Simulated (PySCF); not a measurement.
SMILES c1c(scc1)[SiH2]c1occc1 (C₈H₈OSSi), GFN2-xTB optimised geometry.

```
19

C      0.79    -3.14     0.00
C      2.15    -3.14     0.00
O      2.63    -1.89     0.00
C      1.56    -1.05     0.00
Si     1.93     0.79     0.00
C      0.30     1.70    -0.10
C     -0.16     2.71     0.69
C     -1.43     3.21     0.32
C     -1.93     2.56    -0.76
S     -0.86     1.35    -1.34
C      0.41    -1.79     0.00
H      0.14    -4.00     0.00
H      2.87    -3.94     0.00
H      2.76     1.12    -1.16
H      2.59     1.19     1.24
H      0.41     3.09     1.53
H     -1.94     4.00     0.84
H     -2.87     2.72    -1.26
H     -0.59    -1.40     0.00
```

Density from PBE/def2-SVP (PySCF) at that geometry.

Minimum of the electron density along straight lines between bonded atoms, close to the bond critical point (lines longer than 1.1 times the sum of covalent radii, or with two minima, are not listed):

| bond | length / Å | ρ at the minimum / e bohr⁻³ | ∇²ρ there / e bohr⁻⁵ | position (fraction from the first atom) |
|---|---|---|---|---|
| C1–C2 | 1.362 | 0.323 | -0.80 | 0.48 |
| C2–O3 | 1.339 | 0.294 | 0.02 | 0.33 |
| O3–C4 | 1.356 | 0.279 | 0.04 | 0.67 |
| C4–Si5 | 1.872 | 0.113 | 0.35 | 0.62 |
| Si5–C6 | 1.875 | 0.111 | 0.35 | 0.39 |
| C6–C7 | 1.364 | 0.316 | -0.76 | 0.51 |
| C7–C8 | 1.411 | 0.294 | -0.69 | 0.50 |
| C8–C9 | 1.358 | 0.321 | -0.79 | 0.49 |
| C6–S10 | 1.736 | 0.206 | -0.39 | 0.46 |
| C9–S10 | 1.717 | 0.215 | -0.45 | 0.47 |
| C1–C11 | 1.412 | 0.290 | -0.66 | 0.50 |
| C4–C11 | 1.370 | 0.318 | -0.77 | 0.51 |
| C1–H12 | 1.071 | 0.283 | -1.08 | 0.64 |
| C2–H13 | 1.073 | 0.288 | -1.13 | 0.65 |
| Si5–H14 | 1.468 | 0.116 | 0.30 | 0.49 |
| Si5–H15 | 1.467 | 0.116 | 0.31 | 0.49 |
| C7–H16 | 1.076 | 0.282 | -1.07 | 0.63 |
| C8–H17 | 1.076 | 0.281 | -1.06 | 0.63 |
| C9–H18 | 1.072 | 0.283 | -1.09 | 0.64 |
| C11–H19 | 1.071 | 0.284 | -1.09 | 0.64 |
